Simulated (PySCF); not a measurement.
SMILES C[Si](C)(C)[SiH2]F at its GFN2-xTB optimised geometry (Å):

```
17

Si     0.9648     0.8659     0.0000
F      0.6306     2.4503     0.0000
Si    -0.1042    -0.0790    -1.8313
C      0.2233    -1.9610    -1.8731
C     -1.9975     0.1888    -1.7559
C      0.5317     0.6668    -3.4750
H      0.5094     0.4613     1.3293
H      2.4271     0.8659     0.0000
H      1.2844    -2.1796    -1.9494
H     -0.2662    -2.4271    -2.7231
H     -0.1465    -2.4503    -0.9768
H     -2.4988    -0.2361    -2.6218
H     -2.2432     1.2466    -1.7220
H     -2.4271    -0.2733    -0.8713
H      1.5956     0.4876    -3.6047
H      0.0220     0.2393    -4.3346
H      0.3771     1.7417    -3.5042
```

Calculation: PBE0/def2-SVP (PySCF 2.14.0).

Map of the log10 of the electron density (e/bohr³), floored at −4 on the plane z = 1.0 Å:

```
|00000000000000000000000000000|
|00000000000000000000000000000|
|00000000000000011100000000000|
|00000000000001334331000000000|
|00000000000013455543100000000|
|00000000000024567654210000000|
|00000000000135677765321100000|
|00000000000135677765432210000|
|00000000000134667765443321000|
|00000000001235677766554432100|
|00000000001345778776665432100|
|00000000002356789887666543100|
|00000000012357899987666542100|
|00000000012356899987665432100|
|00000000012346788876554331000|
|00000000001245677765443221000|
|00000000001234455544322110000|
|00000000000122334332211000000|
|00000000000011222221100000000|
|00000000000000011000000000000|
|00000000000000000000000000000|
|00000000000000000000000000000|
|00000000000000000000000000000|
|00000000000000000000000000000|
|00000000000000000000000000000|
|00000000000000000000000000000|
|00000000000000000000000000000|
|00000000000000000000000000000|
|00000000000000000000000000000|
```
Scale: ten equal steps from -4.00 (start of '0') to -0.755 (end of '9'), in the order '0123456789'; x runs from -4.50 to 4.50, y from -4.50 (bottom) to 4.50 (top).
